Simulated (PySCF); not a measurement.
Molecule: SMILES CC(=O)C#CC(Cl)Cl, C₅H₄Cl₂O.

Bonds (- single, = double, # triple, : aromatic): C1-C2, C2=O3, C2-C4, C4#C5, C5-C6, C6-Cl7, C6-Cl8. C1 carries H9, H10, H11; C6 carries H12.

Frames of a GFN2-xTB Langevin trajectory at 300 K; GIAO PBE0/pcSseg-1 shieldings in PySCF, gas phase, non-relativistic; equivalent atoms averaged within each frame.

Shifts are taken against calculated references (same method and geometry level): 13C (σref 186.93), 1H (σref 31.72) vs TMS; 17O (σref 336.08) against H2O; 35Cl (σref 949.78) against HCl. The references are static minima.

How do the shifts (ppm) fluctuate along the trajectory?

Answers


```tsv
time (fs)	C2	C4	C5	C6	C1	O3	Cl7/Cl8	H12	H9/H10/H11
optimised geometry	187.1	96.1	87.7	71.4	36.4	713.4	349	6.39	2.48
250	188.3	99.7	94.9	68.6	42.6	717.6	339	7.05	3.37
425	191.5	102.8	91.2	73.0	33.7	756.7	395	5.58	2.68
625	182.2	105.3	94.6	73.5	28.9	704.8	431	5.95	2.05
800	192.0	100.9	97.8	80.0	41.6	781.2	433	7.39	3.01
1000	183.6	95.9	84.5	74.8	39.9	694.0	368	6.69	2.64
mean of frames	187.5	100.9	92.6	74.0	37.4	730.9	393	6.53	2.75
standard deviation	4.5	3.5	5.1	4.1	5.9	36.8	41	0.75	0.49
```

5 frames give an uncertainty of the mean of about the standard deviation over 2.2 at best, since frames this close in time may not be independent; classical motion lacks zero-point vibration, and the reference would need the same averaging.
